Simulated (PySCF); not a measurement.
# MOCl across the fifth-period p block

Level: PBE0, basis family def2-TZVP, scalar-relativistic core potentials from Rb on and no relativity for lighter atoms.

Each entry is the lowest minimum that a search over a few typed start shapes (and spin states, where more than one is plausible) found, or that minimum re-optimised at the stated level; isomers with ligand–ligand bonds, or fragments after loss of a ligand pair, can lie lower. Open shells are unrestricted; no spin–orbit coupling; PySCF with density fitting.

```tsv
molecule	2S+1	point group	mean bond to the central atom (Å)	distinct angles (°)	lowest ω (cm⁻¹)	polar-tensor charge of the central atom	highest ω (cm⁻¹)
InOCl	1	C∞v	2.046	180	125	1.10	813
SnOCl	2	Cs	2.171	95	114	0.94	556
IOCl	?	?	?	?	?	?	?
```

Fill in the row of IOCl.

2S+1: 1; point group: Cs; mean bond to the central atom (Å): 2.080; distinct angles (°): 107; lowest ω (cm⁻¹): 183; polar-tensor charge of the central atom: 0.92; highest ω (cm⁻¹): 832.

Left out of the table are members whose search was unfinished or whose lowest solution was spin-contaminated, unstable, very soft or bonded differently.
